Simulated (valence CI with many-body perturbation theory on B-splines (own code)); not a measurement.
**E1 line list for Pm⁵⁵⁺**

Computed by configuration interaction combined with many-body perturbation theory (CI+MBPT): four valence electrons over a frozen Dirac-Fock core [He], a basis of 11 s, 11 p, 9 d, 7 f, 5 g, 2 h, 1 i functions for each j, with the one-electron correlation potential Σ1 (screened to all orders), the two-electron term Σ2, the three-electron term Σ3, Breit, model QED; selected single and double excitations, second order for the rest (own B-spline code, finite nucleus).

No measured spectrum was set against this ion. As an estimate, large intervals hold to a few tenths of a per cent, small ones and those within an open d or f shell to about a per cent. Among the levels kept, up to 280 cm⁻¹ of a level comes from second order outside the variational space, and about a tenth of that is noise between levels of different J, which matters for small intervals.

Lines 51 to 100 of 263 in falling wavelength, among levels below 578.05 Ry, chosen from the strongest by gf and those to the six lowest levels. Wavelengths and rates use the calculated energies. Electric multipoles are in the length gauge, E1 and E2 with the static RPA response of the core. Weak lines are less certain than strong ones. Lines between different terms over intervals too small for the method are left out, as are lines whose strength nearly cancels. The highest levels of a list are the least certain.

Levels are named by their leading jj configuration (3d3/2^4 stands for four electrons in 3d with j = 3/2), which in mixed levels can hold well under half, so a name can repeat and another be missing. Letters in brackets count levels of one name in rising energy.

```tsv
λ vac (nm)	Upper	Lower	A (s⁻¹)	log gf	Branch %
4.734	(2s 2p1/2^2 3p3/2) J=2	(2s 2p1/2^2 3s) J=1	2.18e+11	-0.44	1.8
4.732	(2s 2p1/2 2p3/2 3p3/2) J=1 [c]	(2s 2p1/2 2p3/2 3s) J=1 [c]	1.56e+11	-0.80	0.1
4.674	(2s 2p1/2 2p3/2 3p3/2) J=2 [a]	(2s 2p1/2 2p3/2 3s) J=2 [a]	1.19e+11	-0.71	0.1
4.672	(2s^2 2p3/2 3p3/2) J=2	(2s^2 2p3/2 3s) J=1	1.56e+11	-0.59	1.0
4.594	(2s 2p1/2 2p3/2 3p3/2) J=3 [b]	(2s 2p1/2 2p3/2 3s) J=3	1.66e+11	-0.43	0.1
4.576	(2s 2p1/2 2p3/2^2) J=1 [a]	(2s^2 2p3/2^2) J=2	1.68e+10	-1.80	0.5
4.552	(2s^2 2p3/2 3p3/2) J=2	(2s^2 2p3/2 3s) J=2	1.56e+11	-0.62	1.0
4.499	(2s 2p1/2^2 2p3/2) J=1	(2s^2 2p1/2 2p3/2) J=2	3.30e+10	-1.52	1.5
4.471	(2p1/2^2 2p3/2 3s) J=1	(2s 2p1/2 2p3/2 3s) J=2 [b]	1.76e+11	-0.80	0.1
4.444	(2p1/2^2 2p3/2 3p1/2) J=2	(2s 2p1/2 2p3/2 3p1/2) J=3	9.79e+10	-0.84	0.0
4.411	(2s 2p1/2 2p3/2^2) J=2 [b]	(2s^2 2p3/2^2) J=2	1.69e+10	-1.61	0.5
4.238	(2s 2p1/2^2 2p3/2) J=1	(2s^2 2p1/2 2p3/2) J=1	7.37e+09	-2.23	0.3
1.585	(2s 2p1/2 2p3/2^2) J=2 [a]	(2s^2 2p1/2 2p3/2) J=1	4.72e+11	-1.05	97.5
1.541	(2s 2p1/2 2p3/2^2) J=3	(2s^2 2p1/2 2p3/2) J=2	4.47e+11	-0.95	97.6
1.490	(2s 2p3/2^3) J=2	(2s^2 2p3/2^2) J=2	1.65e+12	-0.56	98.9
1.479	(2s 2p1/2 2p3/2 3d5/2) J=3 [c]	(2s^2 2p1/2 3d5/2) J=2	1.77e+12	-0.39	1.0
1.478	(2p1/2^2 2p3/2^2) J=2	(2s 2p1/2^2 2p3/2) J=1	1.38e+12	-0.65	43.7
1.477	(2p1/2 2p3/2^3) J=1	(2s 2p1/2 2p3/2^2) J=1 [a]	1.92e+12	-0.72	38.0
1.476	(2s 2p1/2 2p3/2 3d5/2) J=4 [c]	(2s^2 2p1/2 3d5/2) J=3	1.65e+12	-0.32	0.7
1.475	(2s 2p1/2 2p3/2 3d3/2) J=2 [c]	(2s^2 2p1/2 3d3/2) J=2	1.32e+12	-0.67	0.9
1.473	(2s 2p1/2 2p3/2 3p3/2) J=2 [c]	(2s^2 2p1/2 3p3/2) J=1	1.39e+12	-0.64	1.1
1.472	(2s 2p1/2 2p3/2 3p3/2) J=3 [c]	(2s^2 2p1/2 3p3/2) J=2	1.80e+12	-0.39	1.7
1.464	(2p1/2 2p3/2^3) J=2	(2s 2p1/2 2p3/2^2) J=2 [b]	2.87e+12	-0.34	60.1
1.464	(2s 2p1/2 2p3/2 3p1/2) J=1 [b]	(2s^2 2p1/2 3p1/2) J=1	2.10e+12	-0.69	0.6
1.464	(2p3/2^4) J=0	(2s 2p3/2^3) J=1	6.57e+12	-0.68	98.3
1.462	(2s 2p1/2 2p3/2 3d3/2) J=3 [c]	(2s^2 2p1/2 3d3/2) J=2	1.42e+12	-0.50	4.4
1.461	(2s 2p1/2 2p3/2 3p1/2) J=2 [c]	(2s^2 2p1/2 3p1/2) J=1	1.60e+12	-0.59	0.5
1.458	(2s 2p1/2 2p3/2 3d3/2) J=2 [d]	(2s^2 2p1/2 3d3/2) J=1	1.53e+12	-0.61	0.2
1.457	(2s 2p1/2 2p3/2 3p1/2) J=1 [c]	(2s^2 2p1/2 3p1/2) J=0	2.04e+12	-0.71	1.6
1.454	(2s 2p1/2 2p3/2 3s) J=2 [c]	(2s^2 2p1/2 3s) J=1	1.60e+12	-0.60	2.8
1.451	(2s 2p1/2 2p3/2 3s) J=1 [c]	(2s^2 2p1/2 3s) J=0	1.97e+12	-0.73	3.0
1.449	(2s 2p1/2 2p3/2 3p3/2) J=1 [c]	(2s^2 2p1/2 3p3/2) J=1	1.57e+12	-0.83	1.2
1.448	(2s 2p1/2 2p3/2 3p3/2) J=2 [d]	(2s^2 2p1/2 3p3/2) J=2	1.42e+12	-0.65	1.2
1.447	(2s 2p1/2 2p3/2 3d3/2) J=1 [c]	(2s^2 2p1/2 3d3/2) J=2	2.09e+12	-0.71	0.9
1.440	(2s 2p1/2 2p3/2 3p3/2) J=1 [d]	(2s^2 2p1/2 3p3/2) J=2	1.68e+12	-0.81	12.8
1.433	(2p1/2^2 2p3/2 3p1/2) J=2	(2s 2p1/2^2 3p1/2) J=1	1.20e+12	-0.73	0.4
1.431	(2s 2p1/2 2p3/2^2) J=0	(2s^2 2p1/2 2p3/2) J=1	1.76e+12	-1.27	99.9
1.430	(2s 2p1/2 2p3/2^2) J=1 [a]	(2s^2 2p1/2 2p3/2) J=2	1.76e+11	-1.79	5.2
1.423	(2p1/2^2 2p3/2 3s) J=2	(2s 2p1/2^2 3s) J=1	1.11e+12	-0.78	3.3
1.420	(2s 2p1/2^2 2p3/2) J=1	(2s^2 2p1/2^2) J=0	2.16e+12	-0.71	98.2
1.413	(2s 2p1/2 2p3/2^2) J=2 [b]	(2s^2 2p1/2 2p3/2) J=2	3.11e+12	-0.33	93.2
1.408	(2s 2p1/2 2p3/2^2) J=1 [b]	(2s^2 2p1/2 2p3/2) J=2	2.22e+12	-0.70	98.9
1.402	(2s 2p1/2 2p3/2^2) J=1 [a]	(2s^2 2p1/2 2p3/2) J=1	3.18e+12	-0.55	93.3
1.392	(2p1/2^2 2p3/2^2) J=0	(2s 2p1/2^2 2p3/2) J=1	3.57e+12	-0.98	96.2
1.386	(2s 2p1/2 2p3/2^2) J=2 [b]	(2s^2 2p1/2 2p3/2) J=1	2.11e+11	-1.52	6.3
1.379	(2s 2p3/2^3) J=1	(2s^2 2p3/2^2) J=2	3.27e+12	-0.55	75.1
1.364	(2p1/2^2 2p3/2^2) J=2	(2s 2p1/2^2 2p3/2) J=2	1.63e+12	-0.64	51.6
0.2075	(2s 2p1/2^2 3s) J=1	(2s 2p1/2^2 2p3/2) J=1	1.10e+13	-1.67	13.3
0.2064	(2s 2p1/2^2 3s) J=0	(2s 2p1/2^2 2p3/2) J=1	8.09e+13	-1.29	99.9
0.2055	(2s 2p1/2 2p3/2 3s) J=3	(2s 2p1/2 2p3/2^2) J=3	3.84e+13	-0.77	60.5
```
